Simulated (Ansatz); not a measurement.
B₂N₂. The state is a singlet with charge 0. Geometry r2SCAN-D4/def2-TZVP; atoms count from 1.

```xyz
4

B     0.2251   -0.1976    0.5500
B    -0.5556    0.5010   -1.7501
N    -0.4603    0.3810   -0.4502
N     0.7908   -0.6845    1.6503
```

The restricted singlet is unstable towards broken spin symmetry in Hartree–Fock (as tested in another run); at PBE0-D4/def2-TZVP this wasn't settled. The geometry of the singlet was relaxed on an unsound state (an occupied level 0.08 eV above an empty one). Another isomer (triplet) lies 2.00 eV lower at PBE0-D4/def2-TZVP; other spin states weren't run for this one.

Estimate the Mulliken populations from the PBE0/def2-TZVP orbitals of Ansatz.


| atom | charge (e) |
| --- | --- |
| B1 | -0.04 |
| B2 | -0.02 |
| N3 | 0.13 |
| N4 | -0.06 |
Mulliken values and Mayer orders depend strongly on the basis.

And the Mayer bond orders between bonded heavy atoms (over 0.3)?

B1–N3 1.56 (1.34 Å); B1–N4 1.93 (1.33 Å); B2–N3 1.95 (1.31 Å). Values over 0.3 also appear between atoms too far apart for a bond (B2–N4 0.53 at 3.84 Å); they arise where an orbital or an unpaired electron spreads over both atoms.
